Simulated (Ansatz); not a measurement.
AlBr$_{2}$H$_{2}$N (`[NH2][Al]([Br])[Br]`), relaxed with RKS PBE0-D4/def2-TZVP in Ansatz from a PBE-D4/def2-SVP geometry. The force threshold is 0.005 eV/Å; the program also tests the step.

Charge 0, multiplicity 1.

Start:

```xyz
6

N    -0.185    0.961    0.417
Al    0.122   -0.636   -0.276
Br   -0.814   -2.464    0.667
Br    1.447   -0.830   -2.095
H    -0.770    1.134    1.237
H     0.199    1.834    0.051
```

**Question.** How much energy does the relaxation release, and in how many steps? (An estimate is asked.)

**Answer.** The calculation gave: 0.50 kcal/mol, in 6 steps, 1 of them rejected.

**Question.** Which bonds change most? (Best estimate.)

**Answer.** Ansatz gave: N1–Al2 from 1.767 to 1.748 Å; Al2–Br4 from 2.259 to 2.241 Å; Al2–Br3 from 2.259 to 2.241 Å; N1–H5 from 1.022 to 1.007 Å.

**Question.** Give the relaxed structure. (An estimate is asked.)

**Answer.** Ansatz gave: 
```xyz
6

N    -0.184    0.954    0.414
Al    0.120   -0.625   -0.271
Br   -0.805   -2.441    0.660
Br    1.433   -0.823   -2.076
H    -0.761    1.121    1.221
H     0.196    1.813    0.052
```
